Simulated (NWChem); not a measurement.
System: C2H4N2Si; SMILES N#C/N=C\[SiH3]

Input file for NWChem:

```
start job
memory heap 200 mb stack 900 mb global 1100 mb
geometry units angstroms noautoz
  N     -0.950558    -2.263485     0.000175
  C     -0.029733    -1.550582     0.000060
  N      1.096621    -0.838468     0.000108
  C      1.082993     0.445003    -0.000584
  Si    -0.466570     1.571893    -0.001890
  H      2.083443     0.909167    -0.000306
  H     -1.261367     1.282769     1.225783
  H      0.003331     2.985461    -0.008383
  H     -1.266887     1.272891    -1.223546
end
basis spherical
  N library def2-svp
  C library def2-svp
  Si library def2-svp
  H library def2-svp
end
dft
  xc hfexch
  iterations 150
  mulliken
end
task dft energy
```

All runs use the structure optimised with PBE0/def2-SVP.

Task: Predict the main results of this run. (Hartree-Fock/def2-SVP.) Quantities: basis functions; energy (Ha); highest occupied level (eV); orbital gap (eV); dipole (D).

Result: The number of basis functions is 94. The energy (Ha) is -475.60 and the highest occupied level (eV) comes out as -11.37. The orbital gap (eV) comes out as 12.52 and the dipole (D) is 5.04.
